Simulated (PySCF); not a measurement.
Electron detachment from [Se2]-

Molecule: [Se2]-, ([Se2]-•, doublet). Numbering: `[Se:1][Se-:2]`

Energies: PBE0-D3(BJ)/ma-def2-SVP (PySCF, density fitting, integration grid level 2) on BP86-D3(BJ)/ma-def2-SVP structures. The prefix ma- adds one diffuse s and one diffuse p function on all atoms but H. Thermal corrections: GFN2-xTB frequencies, unscaled, ideal gas at 298.15 K and 1 bar, quasi-RRHO entropy. These were taken at the GFN2-xTB minima.

Frontier levels of the parent: HOMO -0.09 eV, LUMO 1.66 eV.

Oxidation to the singlet neutral:
- Vertical detachment energy (electronic): 3.05 eV
- Adiabatic detachment energy (with zero-point energy): 2.84 eV
- Adiabatic, electronic part: 2.84 eV
- Vertical gap at the product's structure: 2.78 eV
- Inner reorganisation energy (four-point): 268 meV
- Relaxation of product / of parent: 208 / 60 meV
- Largest changes of atomic charge: Se2 0.50, Se1 0.50
- Distances that move most (Å): Se1–Se2 2.322 → 2.195
- Potential in water: 5.16 V absolute, 0.71 V against Fc+/Fc computed at 4.45 V (solvation -231 → -9 kJ/mol)

Oxidation to the triplet neutral:
* Vertical detachment energy (electronic): 2.10 eV
* Adiabatic detachment energy (with zero-point energy): 1.89 eV
* Adiabatic, electronic part: 1.89 eV
* Vertical gap at the product's structure: 1.84 eV
* Inner reorganisation energy (four-point): 254 meV
* Relaxation of product / of parent: 209 / 45 meV
* ⟨S²⟩ of the product: 2.006
* Largest spin populations: Se2 1.00, Se1 1.00
* Largest changes of atomic charge: Se2 0.50, Se1 0.50
* Distances that move most (Å): Se1–Se2 2.322 → 2.205
* Potential in water: 4.26 V absolute, -0.20 V against Fc+/Fc computed at 4.45 V (solvation -231 → -2 kJ/mol)

Solvents are IEF-PCM continua (electrostatics only, gas-phase structures); absolute potentials refer to an electron at rest in vacuum. Fc+/Fc in water, 4.45 V, is PBE0-D3(BJ)/ma-def2-SVP on PBE0-D3(BJ)/def2-SVP structures with GFN2-xTB thermal terms. Benchmark calculations put it near 5.0 V in acetonitrile and DMSO, so it is about 0.5 V low, and the value against it can read up to that much too high.

Note: an optimisation stopped short of convergence; ma-def2-SVP is a small basis, whose errors can reach tens of kJ/mol; spin-orbit coupling is left out of the energies, which matters for open shells on the heavier atoms; atoms from Ga to Kr are treated without relativity; the singlet was run as a closed shell, which can place it too high against the triplet, even in the wrong order; the split of the reorganisation energy is sensitive to the structures, which come from another level (BP86-D3(BJ)/ma-def2-SVP).

Run with `OMP_NUM_THREADS=1 python redox_run.py task.json out` on 1 thread of Arm Neoverse V1, a shared host. Structures, frequencies and single points: 49 min of wall time.

Differences come from unrounded values, so a last digit can differ from that of the printed terms.
